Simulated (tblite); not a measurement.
Run record: tight-binding relaxation, `[BH3-][O+]1[C@H](CCC1)[S@](=O)C`.

Computed with GFN2-xTB geometry optimisation, gas phase (tblite 0.8.0). Start geometry: from a force field or distance geometry. The command runs a driver script over a list of jobs; the input below is this job's line of settings and its coordinates in Å.

Command:
```bash
OMP_NUM_THREADS=1 python probes_run.py task.json out
```

Input:
```
{"job": {"kind": "relax", "xc": "GFN2-xTB", "basis": "xTB"}, "charge": 0, "multiplicity": 1}
B     -1.476000     1.755800    -0.577100
O     -1.005500     0.642300     0.292600
C     -1.936400    -0.426100     0.330400
C     -1.177800    -1.683600     0.595200
C      0.128300    -1.444100    -0.086600
C      0.230700     0.084000    -0.158600
S      1.574400     0.658900     0.928200
C      3.099300     0.227800     0.066400
O      1.533100     2.170200     0.818500
H     -1.632200     1.398800    -1.703200
H     -2.527900     2.174100    -0.168400
H     -0.708700     2.656600    -0.555500
H     -2.497200    -0.558800    -0.630000
H     -2.685900    -0.250100     1.132400
H     -1.701000    -2.581000     0.208400
H     -1.011500    -1.799300     1.710400
H      0.086600    -1.855700    -1.121800
H      0.965400    -1.935100     0.451300
H      0.503000     0.371900    -1.198200
H      3.967600     0.645600     0.614000
H      3.191900    -0.873600     0.016300
H      3.069500     0.640700    -0.965500
```

Problem. What does the run print?

Solution. 
```
step      E/eV     max force
  0    -813.52702    4.071
  1    -813.96414    1.415
  2    -814.07867    0.748
  3    -814.14595    0.486
  4    -814.16871    0.310
  5    -814.18471    0.235
  6    -814.19364    0.156
  7    -814.20034    0.140
  8    -814.20475    0.142
  9    -814.20885    0.148
... (210 lines left out)
220    -814.53290    0.026
221    -814.53299    0.018
222    -814.53308    0.016
223    -814.53316    0.017
224    -814.53323    0.017
225    -814.53329    0.025
226    -814.53334    0.018
227    -814.53338    0.014
228    -814.53341    0.013
229    -814.53343    0.009
```

«max force» is the largest atomic force in eV/Å.

Problem. From which step on does the largest force stay under 0.1 eV/Å, and how much energy is left to gain from there?

Solution. From step 202 (0.042 eV/Å), 2.9 meV above the end.

Summary of the converged run: energy lowered by 23.2 kcal/mol over 229 steps; largest atomic force 0.009 eV/Å at the end.

Problem. Where do the atoms end?

Solution. 1.331 Å rms from the input after alignment:
```
atom  x, y, z in Å
B1    -0.8791    1.5980   -1.2307
O2    -0.4234    0.5101   -0.0724
C3    -1.5293   -0.0450    0.6539
C4    -1.1794   -1.5082    0.8985
C5    -0.3335   -1.8356   -0.3309
C6     0.4145   -0.5271   -0.5302
S7     1.9877   -0.5511    0.5423
C8     2.4043    1.2161    0.2763
O9     1.5244   -0.6576    1.9269
H10   -1.5085    0.9799   -2.0324
H11   -1.5131    2.3962   -0.6270
H12    0.1459    2.0217   -1.6549
H13   -2.4305    0.0555    0.0423
H14   -1.6491    0.5315    1.5733
H15   -2.0653   -2.1322    0.9868
H16   -0.5739   -1.6081    1.7994
H17   -0.9649   -2.0529   -1.1954
H18    0.3482   -2.6687   -0.1664
H19    0.7394   -0.3344   -1.5517
H20    3.2304    1.4540    0.9386
H21    2.7002    1.3438   -0.7582
H22    1.5446    1.8337    0.5111
```

Hardware: an Arm Neoverse N1 with one thread, no GPU, shared host with 64 logical CPUs at a one-minute load of 58. Cost: 3.5 s.
Labels such as C1 count atoms from 1, the log's own numbers from 0.
